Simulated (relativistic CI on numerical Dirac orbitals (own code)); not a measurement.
# Hyperfine structure of Eu28+, mass number 153

Calculated at this level of theory: Dirac-Coulomb-Breit CI, separate exchange-only KLI orbitals for each configuration, model QED, unscaled Slater integrals (own radial code, finite nucleus).

Configurations in the expansion (outside the closed core [Ar] 3d10): 4s2.4p5, 4s.4p6, 4s2.4p4.4d, 4s.4p5.4d, 4s2.4p4.4f, 4s.4p5.4f, 4p6.4d, 4s.4p4.4d2, 4s2.4p3.4d.4f, 4p6.4f, 4p5.4d2, 4p4.4d3, 4p4.4d2.4f. Double excitations out of closed p, d and f shells are left out; levels of such configurations are missing from the list, as are those of other unlisted configurations, and high levels can miss mixing partners.

Nuclear spin I = 5/2, μ = 1.5294 μN, Q = 2.41 b (tables of Stone and Pyykkö). The electronic factors are computed for point nuclear moments, without core polarisation or the Bohr-Weisskopf and QED corrections.

| Level | E (cm⁻¹) | A (GHz) | B (GHz) |
| --- | --- | --- | --- |
| 4s2.4p5 2P°_3/2 | 0 | 17.61 | -134 |
| 4s2.4p5 2P°_1/2 | 307833 | 127.2 |  |
| 4s.4p6 2S_1/2 | 838007 | 265.3 |  |
| 4s2.4p4.4d 4D_5/2 | 890830 | 12.81 | -10.1 |
| 4s2.4p4.4d 2P_1/2 | 906475 | 42.23 |  |
| 4s2.4p4.4d 2F_7/2 | 952966 | 9.407 | -1.23 |
| 4s2.4p4.4d 4F_9/2 | 962338 | 9.592 | 53.2 |
| 4s2.4p4.4d 2D_3/2 | 965075 | 8.408 | 60 |

Levels with J = 0, under 50 % of one LS term, or S terms without an open s electron are left out. Small factors come from cancelling terms and can be off by tens of per cent or more.

At this charge energies of transitions that change n are usually good to better than 1 %, and those within a shell (Δn = 0) to a few per cent.

Task: Give the hyperfine levels of 4s2.4p5 2P°_1/2 relative to its centre of gravity.

Result: With K = F(F + 1) − I(I + 1) − J(J + 1), E = AK/2: F = 2: -222.7, F = 3: 159.1 GHz.

LS names give the leading component of a level, which can be under half, so a name can repeat, a term be missing and a line seem to break the LS rules.
